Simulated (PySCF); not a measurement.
C₂H₇NOSi.
Bonds: C1–C2 (double), C2–O3, O3–Si4, Si4–N5. Hydrogens: H6, H7 on C1; H8 on C2; H9, H10 on Si4; H11, H12 on N5.

A calculation gives these core lines: C 1s: 289.90 (area 1), 292.14 (area 1) eV; N 1s: 405.00 eV; O 1s: 538.29 eV; Si 1s: 1847.59 eV; Si 2p3/2: 107.59 eV.

Computed with PySCF 2.14.0, delta-SCF UKS SCAN, pcX-2 on the ionised atom, pcseg-1 elsewhere, spin-free X2C. The structure is a single PBE0-D3(BJ)/def2-SVP conformer in the gas phase; no vibrational or solvent corrections.

Which carbon gives which C 1s line?

289.90 eV: C1 (terminal =CH2 carbon); 292.14 eV: C2 (vinylic carbon bearing oxygen). The listed C 1s values span 2.24 eV, from C1 (bonded to C (double bond) and 2 H) to C2 (bonded to O, C (double bond) and H). Summing the Pauling electronegativity differences to the bonded atoms, each weighted by its formal bond order, gives -0.70 for the lowest site and +0.54 for the highest.

Bonded neighbours of each site: C1: C (double bond) and 2 H; C2: O, C (double bond) and H; O3: C and Si; Si4: O, N and 2 H; N5: 2 H and Si.

What is the longest wavelength that can ionise O 1s of O3 vertically?

λ = hc/E = 12398.42 eV Å / 538.29 eV = 23.033 Å.

Spin contamination (⟨S²⟩ against 0.75 for a pure doublet) is marked for C 1s of C2 (0.85), which makes this value less certain. 2p3/2 and 2p1/2 are the ΔSCF energy of one spin-free 2p hole plus the eigenvalues of a spin–orbit and ligand-field matrix of the shell. 2p1/2 minus 2p3/2 (ligand field included): Si 0.62 eV.

Hardware: one thread, Arm Neoverse N1, on a shared host. Cost: 82 s.

The values belong to the conformer `[CH2:1]=[CH:2][O:3][SiH2:4][NH2:5]`: C1–C2–O3–Si4 6°, C2–O3–Si4–N5 -67°, H–N5–Si4–O3 80°, H–N5–Si4–O3 -70°.
